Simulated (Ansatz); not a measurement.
Isolated molecules relaxed with PBE0-D4/def2-TZVP in Ansatz; ΔE leaves out vibrations. CCSD(T)/CBS is the MP2 limit (def2-TZVPP, def2-QZVPP) plus CCSD(T) − MP2 in def2-TZVPP, frozen cores. This one scheme is used for every species. Double bonds are as drawn, so ΔE can hold a change between cis and trans. Functionals use def2-TZVPP. Each species was taken in one conformer, which may not be the lowest.

`C/C=C\BCl` + H₂O → `C/C=C/O` + `BCl`  (formal hydrolysis of a C–B bond)

`C/C=C\BCl`:

Z-matrix (Å, degrees):
```
C
C 1 1.484
H 1 1.095 2 110.0
H 1 1.095 2 110.0 3 -116.4
H 1 1.088 2 112.9 3 121.8
C 2 1.345 1 127.7 3 -121.8
H 2 1.091 1 114.3 3 58.2
B 6 1.526 2 124.9 1 0.0
H 6 1.088 2 116.6 1 -180.0
Cl 8 1.755 6 119.4 2 -180.0
H 8 1.192 6 125.0 2 0.0
```

H₂O:

```xyz
3

O    -0.215   -0.040    0.322
H    -0.289   -0.539   -0.494
H     0.503    0.579    0.172
```

`C/C=C/O`:

Z-matrix (Å, degrees):
```
C
C 1 1.491
H 1 1.095 2 111.6
H 1 1.092 2 111.1 3 120.2
H 1 1.095 2 111.6 3 -119.6
C 2 1.328 1 123.6 3 -120.2
H 2 1.090 1 117.5 3 59.7
O 6 1.355 2 127.0 1 -180.0
H 6 1.085 2 122.1 1 0.0
H 8 0.963 6 109.0 2 0.0
```

`BCl`:

Z-matrix (Å, degrees):
```
B
Cl 1 1.733
H 1 1.190 2 118.1
H 1 1.190 2 118.1 3 180.0
```

```json
{"level": "ωB97M-V", "ΔE (kJ/mol)": "91.4"}
{"level": "r2SCAN", "ΔE (kJ/mol)": "91.4"}
```

Question: What does CCSD(T)/CBS give? (Estimate.)

Answer: The calculation gave: +99.9 kJ/mol. The listed levels differ from it by -8.5, -8.5 kJ/mol.

Largest T1 diagnostic among the species: 0.012.

The D4 term adds +6.4 kJ/mol with B3LYP and +3.6 kJ/mol with PBE0; it sums over pairs of atoms, weighted by their polarisabilities, and B3LYP, whose exchange is more repulsive, gets the larger term. In def2-TZVPP, CCSD(T) changes the Hartree–Fock value by +11.9 kJ/mol (the triples alone add +1.6 kJ/mol) and MP2 by +18.9 kJ/mol.

B3LYP here is the variant with VWN-RPA as its local correlation; programs differ in this.
